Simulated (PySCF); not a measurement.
## Computed properties of Cu(OH2)2 (CuH4O2), SMILES [OH2]->[Cu+]<-[OH2], charge +1, multiplicity 1

Cu(OH2)2 (CuH4O2), SMILES [OH2]->[Cu+]<-[OH2], charge +1, multiplicity 1. Geometry: r2SCAN-D4/def2-TZVP. The multiplicity is an assumed one; other spin states were not compared. Other conformers were not sampled. All values are computed for the isolated molecule unless a solvent is named; none is compared with measurement here.

**Structure.** The optimised structure has C2 symmetry. All 15 harmonic modes at r2SCAN-D4/def2-TZVP (PySCF) are real, so it is a minimum. With heavy atoms numbered as in [Cu+:1](<-[OH2:2])<-[OH2:5], the shortest bond between them is Cu1–O2 at 1.880 Å and the longest Cu1–O5 at 1.880 Å.

**Vibrations.** The strongest infrared lines (harmonic, unscaled, degenerate partners summed) lie at 227 cm⁻¹ (309 km/mol, H 85 %, O 15 %), 228 cm⁻¹ (248 km/mol, H 85 %, O 15 %), 3837 cm⁻¹ (238 km/mol, H 92 %). The softest mode is at 100 cm⁻¹ and the zero-point energy is 30.7 kcal/mol.

**Electronic structure.** PBE0/def2-TZVPD (PySCF) places the frontier levels at -12.39 and -5.77 eV, a gap of 6.62 eV and a mean polarisability of 26.7 bohr³. PBE/def2-TZVPD (PySCF) at the same geometry gives -10.82 and -6.84 eV, so its gap is 2.64 eV narrower. An orbital gap is neither the optical nor the fundamental gap.

**Excitations.** TDA-CAM-B3LYP/def2-SVPD (PySCF) has S1 at 5.11 eV (243 nm, f = 0.000, dark); the most intense of the 10 singlets computed lies at 6.96 eV (f = 0.08). T1 (TDA) is at 4.08 eV, 1.03 eV under S1. TDA-PBE/def2-SVPD (PySCF) puts S1 at 4.33 eV. No vertical singlet excitation falls in the visible range (under 3.1 eV).

**NMR.** GIAO shifts at PBE0/pcSseg-1 (PySCF) (non-relativistic, atoms alike by connectivity averaged): ¹H at 3.3 ppm against TMS.
